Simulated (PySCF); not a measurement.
C₃H₅ClOSi, SMILES Cl[Si@@H]1C=COC1.

Geometry optimised at r2SCAN-D4/def2-SVP. The structure was generated by enumeration; whether it is a known compound was not checked. Other conformers were not sampled.

Calculation: B3LYP/def2-TZVP (PySCF).

The molecule is in vacuum.

Computed frontier levels, gap, dipole moment and polarisability:
```json
{
 "highest_occupied_level": "-6.87 eV",
 "lowest_empty_level": "-0.63 eV",
 "orbital_gap": "6.24 eV",
 "dipole_moment": "1.53 D",
 "quadrupole, principal values (traceless, Buckingham form, about the centre of nuclear charge)": "-5.75, -1.23, 6.98 D·Å",
 "mean_static_polarisability": "72.2 bohr³ (10.70 Å³)",
 "polarisability_principal_values": "60.3, 69.9, 86.4 bohr³"
}
```
